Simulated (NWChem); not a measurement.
# Correlation energy of BCl

```
B
Cl 1 1.7192
```
Charge 0, spin multiplicity 1.

All runs are NWChem calculations. The geometry was optimised at PBE0/def2-SVP, a minimum by its harmonic frequencies.

Basis set: cc-pVTZ. Each correlation energy counts from its own Hartree-Fock reference.

```tsv
method	correlation energy (mHa)	difference from CCSD(T)
CR-CCSD(T)	-299.7	+2.7
RI-MP2	-259.5	+42.9
SCS-MP2	-259.0	+43.4
CCSD	-288.9	+13.5
CCSD(T)	-302.4	0.0
CCSD+T(CCSD)	-302.8	-0.4
MP2	-259.5	+42.9
CR-CCSD[T]	-300.0	+2.4
```

The values span 43.8 mHa, from CCSD+T(CCSD) (lowest) to SCS-MP2 (highest). 

The correlated methods keep 6 core orbitals frozen. The structure started from a generated list of species. No row is a measurement; the coupled-cluster row has its own basis-set and correlation limits.
